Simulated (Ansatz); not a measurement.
Reaction (formal exchange of groups at a Zn–Cl bond): `FC(F)(F)C1=CC(C(F)(F)F)=[O+][Zn-]([Cl])[O]1` + CH₄ → `[CH3][Zn-]1[O]C(C(F)(F)F)=CC(C(F)(F)F)=[O+]1` + HCl

Calculated with Ansatz (gas phase, PBE0-D4/def2-TZVP geometries, no zero-point term in ΔE). CBS: MP2 limit from def2 TZ/QZ plus the TZ coupled-cluster correction, frozen cores. This one scheme is used for every species. Functionals use def2-TZVPP. B3LYP here is the variant with VWN-RPA as its local correlation; programs differ in this. HSE06 is defined as in plane-wave codes. For Zn outer-core shells are correlated without core-valence functions, which leaves a few kJ/mol of doubt a bond. Scalar relativity is left out up to krypton.

Problem. Is it downhill or uphill in electronic energy at CCSD(T)/CBS, and by how much? (Best estimate.)

Solution. Computed: Uphill: ΔE = +35.6 kcal/mol.

Problem. What do these levels give: BLYP-D4, B97M-V, B3LYP-D4, CAM-B3LYP-D4, ωB97M-V, revPBE, PBE0, HSE06, SCS-MP2/def2-TZVPP, MP2/def2-QZVPP, HF/CBS(def2), MP2/CBS(def2)? (An estimate is asked.)

Solution. Ansatz gave: BLYP-D4 32.2, B97M-V 35.7, B3LYP-D4 34.3, CAM-B3LYP-D4 34.7, ωB97M-V 34.1, revPBE 32.0, PBE0 34.3, HSE06 34.4, SCS-MP2/def2-TZVPP 34.4, MP2/def2-QZVPP 34.7, HF/CBS(def2) 44.4, MP2/CBS(def2) 35.1 kcal/mol.

Largest T1 diagnostic among the species: 0.015.

At CCSD(T), def2-SVP lies −0.8 kcal/mol from the extrapolated value and def2-TZVPP −1.8 kcal/mol. From r2SCAN to r2SCAN0 (25 % exact exchange), in def2-TZVPP and without D4, ΔE moves by +1.5 kcal/mol. In def2-TZVPP, CCSD(T) changes the Hartree–Fock value by −9.6 kcal/mol (the triples alone add −1.0 kcal/mol) and MP2 by −10.1 kcal/mol.
